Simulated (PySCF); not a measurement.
Molfile (atoms numbered from 1):
```
C5H10O3Si
     RDKit          3D

 19 19  0  0  0  0  0  0  0  0999 V2000
   -2.5967   -1.1130    0.4132 C   0  0  0  0  0  0  0  0  0  0  0  0
   -1.9733   -0.0978    1.0161 C   0  0  0  0  0  0  0  0  0  0  0  0
   -1.4776    1.1374    0.3355 C   0  0  0  0  0  0  0  0  0  0  0  0
    0.3206    0.9512   -0.0870 Si  0  0  0  0  0  4  0  0  0  0  0  0
    0.8366    2.4113   -0.6472 O   0  0  0  0  0  0  0  0  0  0  0  0
    0.6689   -0.2804   -1.1667 O   0  0  0  0  0  0  0  0  0  0  0  0
    1.2315   -1.3752   -0.4706 C   0  0  0  0  0  0  0  0  0  0  0  0
    1.9372   -0.8073    0.7689 C   0  0  0  0  0  0  0  0  0  0  0  0
    1.1947    0.3175    1.1947 O   0  0  0  0  0  0  0  0  0  0  0  0
   -2.8289   -1.0885   -0.6566 H   0  0  0  0  0  0  0  0  0  0  0  0
   -2.8999   -2.0034    0.9695 H   0  0  0  0  0  0  0  0  0  0  0  0
   -1.7461   -0.1778    2.0858 H   0  0  0  0  0  0  0  0  0  0  0  0
   -1.5987    2.0329    0.9666 H   0  0  0  0  0  0  0  0  0  0  0  0
   -2.0171    1.3272   -0.6071 H   0  0  0  0  0  0  0  0  0  0  0  0
    1.7252    2.4479   -1.0133 H   0  0  0  0  0  0  0  0  0  0  0  0
    1.9320   -1.9151   -1.1276 H   0  0  0  0  0  0  0  0  0  0  0  0
    0.4306   -2.0757   -0.1714 H   0  0  0  0  0  0  0  0  0  0  0  0
    2.9727   -0.5033    0.5236 H   0  0  0  0  0  0  0  0  0  0  0  0
    1.9899   -1.5498    1.5811 H   0  0  0  0  0  0  0  0  0  0  0  0
  1  2  2  0
  2  3  1  0
  3  4  1  0
  4  5  1  0
  4  6  1  0
  6  7  1  0
  7  8  1  0
  8  9  1  0
  9  4  1  0
  1 10  1  0
  1 11  1  0
  2 12  1  0
  3 13  1  0
  3 14  1  0
  5 15  1  0
  7 16  1  0
  7 17  1  0
  8 18  1  0
  8 19  1  0
M  END
```

Geometry: PBE0-D3(BJ)/def2-SVP; GIAO absolute shieldings from PySCF 2.14, gas phase, non-relativistic, averaged over equivalent atoms.

At KT3/pcSseg-1 (210 basis functions, 49 s wall time on 1 thread of an Arm Neoverse V2, shared host):
| atoms | σ (ppm) |
| --- | --- |
| C2 | 52.7 |
| C1 | 70.9 |
| C7/C8 | 114.1 |
| C3 | 162.8 |
| Si4 | 385.1 |
| O6/O9 | 263.9 |
| O5 | 270.5 |
| H12 | 25.66 |
| H10 | 26.26 |
| H11 | 26.36 |
| H16/H18 | 27.46 |
| H17/H19 | 27.47 |
| H13/H14 | 29.51 |
| H15 | 29.59 |

Q: Predict the values at PBE0/pcSseg-1 on the same geometry.

A: 
```tsv
atoms	σ at PBE0/pcSseg-1	change
C2	42.6	-10.1
C1	61.6	-9.3
C7/C8	116.9	+2.8
C3	165.1	+2.3
Si4	367.3	-17.8
O6/O9	278.0	+14.1
O5	274.6	+4.1
H12	25.36	-0.30
H10	25.95	-0.31
H11	26.07	-0.29
H16/H18	27.47	+0.01
H17/H19	27.46	-0.01
H13/H14	29.50	-0.01
H15	29.38	-0.21
```

The largest change is at Si4 (silicon bonded to C, 3 O, in a 5-membered ring). Cost: 210 basis functions, 45 s wall time on 1 thread of an Arm Neoverse V2, shared host. The order of the carbon signals is the same at both levels.
